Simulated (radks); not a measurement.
Q: Species: the molybdenum ion Mo25+. Configuration: [Ne] 3s2 3p5 (the NIST ground configuration). All-electron calculation, non-relativistic Kohn-Sham, PBE, spin-polarised, spherical densities, point nucleus; open shells are filled with parallel spins first (spin-orbit coupling, left out, can overturn this in heavy ions); relativity is left out, which matters for an element this heavy. Program: a radial shooting solver on a logarithmic mesh with Libxc functionals. Some entries of the table are withheld. Estimate them.

orbital  occ.  eigenvalue (hartree)  r(max) (bohr)  <r> (bohr)
1s up       1             -751.7979        0.02401     0.03631
1s down     1             -751.7421        0.02401     0.03631
2s up       1             -139.2957         0.1336      0.1570
2s down     1             -139.2564         0.1336      0.1570
2p up       3             -131.8682         0.1051      0.1345
2p down     3             -131.8089         0.1052      0.1345
3s up       1             -50.27478         0.3674      0.3918
3s down     1             -50.10691         0.3675      0.3922
3p up       3                   (1)            (2)      0.3777
3p down     2                   (3)            (4)      0.3780

A: 
(1) 3p up eigenvalue (hartree): -47.59505
(2) 3p up r(max) (bohr): 0.3505
(3) 3p down eigenvalue (hartree): -47.42444
(4) 3p down r(max) (bohr): 0.3506
